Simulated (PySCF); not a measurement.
BFH4Si, SMILES B([SiH3])F.

Geometry optimised at B3LYP-D3(BJ)/def2-TZVP.

Vertical ionisation energy (IE) and electron affinity (EA) in eV. Rows of orbital energies are one-electron estimates. Where ΔSCF, EOM or ADC give a negative EA the extra electron is unbound and the value depends on the basis.

```
level                                             IE     EA
---------------------------------------------  -----  -----
−ε(HOMO), −ε(LUMO), M06-2X/def2-TZVPD (PySCF)    ___    ___
ADC(2)/aug-cc-pVDZ (PySCF)                     10.37  -0.84
```

### Question
Complete the blanks. (The exact figures need the calculation; the answer reports its results.)

### Answer

- −ε(HOMO), −ε(LUMO), M06-2X/def2-TZVPD (PySCF), IE: 9.42
- −ε(HOMO), −ε(LUMO), M06-2X/def2-TZVPD (PySCF), EA: 0.80

### Question
Beyond the first one, list the lowest photoelectron lines from ADC(2)/aug-cc-pVDZ (PySCF) with their pole strengths (two spins summed). (Estimate from the structure and the level; the computed values follow.)

### Answer
12.52 eV (1.86), 12.57 eV (1.86), 14.30 eV (1.78), 15.04 eV (1.74), 15.77 eV (1.77).
